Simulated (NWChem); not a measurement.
System: CsF; SMILES [F][Cs]

Results from NWChem. All runs use the structure optimised with PBE0-D3(BJ)/def2-TZVP. def2 effective core potentials on Cs; no spin-orbit coupling. Level PBE0/def2-SVP: energy and gradient; each run changes one setting, and changes count from the defaults (medium grid, exact Coulomb integrals, symmetry on).

| setting | size of the energy change (μHa) | largest change of a gradient component (μHa/bohr) |
|---|---|---|
| defaults | < 10 | < 30 |
| Becke weights | < 10 | 90 |
| coarse grid | 30 | 100 |
| tight SCF thresholds and tolerances | < 10 | < 30 |
